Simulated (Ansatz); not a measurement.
Ansatz (a first-principles code) input (CCSD(T)/cc-pV(T+d)Z):
A basis named .json is the Basis Set Exchange file of that set.

Ansatz 0.2 input:
```yaml
crystal:
  periodic: [false, false, false]
  atoms:
    - {symbol: Cl, position_ang: [2.20117906, 0.66357172, -0.00536219]}
    - {symbol: C, position_ang: [1.04587591, -0.72740512, -0.04515045]}
    - {symbol: C, position_ang: [-0.22361785, -0.35495185, -0.01120358]}
    - {symbol: Cl, position_ang: [-0.98245898, 1.29616010, 0.06745311]}
    - {symbol: Cl, position_ang: [-1.50892881, -1.57772348, -0.04220127]}
basis:
  gaussian:
    orbitals: cc-pV_T+d_Z.json
total_charge: -1
magnetization: {spin_polarized: false}
correlation: {method: ccsd_t, electrons: outside_noble_gas}
```

Output:

```
Functional definition: HF
integrals: 0.57 GiB planned
1079 factors; integrals over basis functions are off by at most 7.9e-4 eV
mean field: 0.91 GiB planned
mean field evaluation 1: about -39569.1612 eV, gradient 3.0e1 eV
mean field evaluation 2: about -39569.5137 eV, gradient 3.0e1 eV
mean field evaluation 4: about -39572.2722 eV, gradient 4.0e0 eV
mean field evaluation 8: about -39572.4275 eV, gradient 6.2e-1 eV
mean field evaluation 16: about -39572.4321 eV, gradient 2.5e-6 eV
mean field -39572.43214169 eV, -1454.2600580491 hartree, gradient 2.5e-6 eV, S^2 0.000000; 0 other end points of the search recorded, 0 dependent functions left out
17 core orbitals not correlated
reference -39572.43214169 eV, -1454.2600580491 hartree; 15, 15 occupied and 145, 145 virtual orbitals, 1079 factors
second order -24.14953517 eV of doubles, -0.00000000 eV of singles
coupled cluster: 1.11 GiB planned
cycle   1  -24.58742980 eV  change   -4.4e-1 eV  update   1.2e-1
cycle   2  -25.22375775 eV  change   -6.4e-1 eV  update   3.8e-2
cycle   3  -25.37863918 eV  change   -1.5e-1 eV  update   2.2e-2
cycle   4  -25.36535367 eV  change    1.3e-2 eV  update   7.9e-3
cycle   5  -25.36394976 eV  change    1.4e-3 eV  update   5.2e-3
cycle   6  -25.36581898 eV  change   -1.9e-3 eV  update   2.0e-3
cycle   7  -25.36555368 eV  change    2.7e-4 eV  update   1.0e-3
cycle   8  -25.36556467 eV  change   -1.1e-5 eV  update   3.2e-4
cycle   9  -25.36568826 eV  change   -1.2e-4 eV  update   1.5e-4
cycle  10  -25.36563075 eV  change    5.8e-5 eV  update   4.8e-5
cycle  11  -25.36564877 eV  change   -1.8e-5 eV  update   1.9e-5
cycle  12  -25.36567213 eV  change   -2.3e-5 eV  update   6.9e-6
perturbative correction -1.32873794 eV, -0.0488302185 hartree
Total energy: -39599.12655175 eV, -1455.2410595248 hartree
```

It need not be the lowest isomer of its formula. Whether it binds its extra electron was not tested at this geometry.
